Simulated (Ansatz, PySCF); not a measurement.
AlBr3, SMILES [Br][Al]([Br])[Br].

The structure is a stationary point at B3LYP-D3(BJ)/def2-SVP. The isomer is the one that the SMILES or the coordinates give; other isomers of the formula were not compared.

Vertical ionisation energy (IE) and electron affinity (EA) in eV. Rows of orbital energies are one-electron estimates. Where ΔSCF, EOM or ADC give a negative EA the extra electron is unbound and the value depends on the basis.

```json
[
 {"level": "−ε(HOMO), −ε(LUMO), M06-2X/def2-TZVP (PySCF)", "IE": "9.85", "EA": "0.99"},
 {"level": "−ε(HOMO), −ε(LUMO), PBE/def2-TZVP (PySCF)", "IE": "7.36", "EA": "2.47"},
 {"level": "ΔSCF, PBE/def2-SVPD (Ansatz), final states of multiplicity 2 and 2", "IE": "?", "EA": "?"}
]
```

### Question
Some entries are withheld; supply them. (An estimate is asked for; the answer gives what the named calculation found.)

### Answer

- ΔSCF, PBE/def2-SVPD (Ansatz, a quantum-chemistry and plane-wave program), final states of multiplicity 2 and 2, IE: 10.02
- ΔSCF, PBE/def2-SVPD (Ansatz), final states of multiplicity 2 and 2, EA: 0.55

### Question
What vertical singlet–triplet gap does ΔSCF give with PBE/def2-SVPD (Ansatz)? (Estimate from the structure and the level; the computed values follow.)

### Answer
4.77 eV (triplet above singlet where positive).
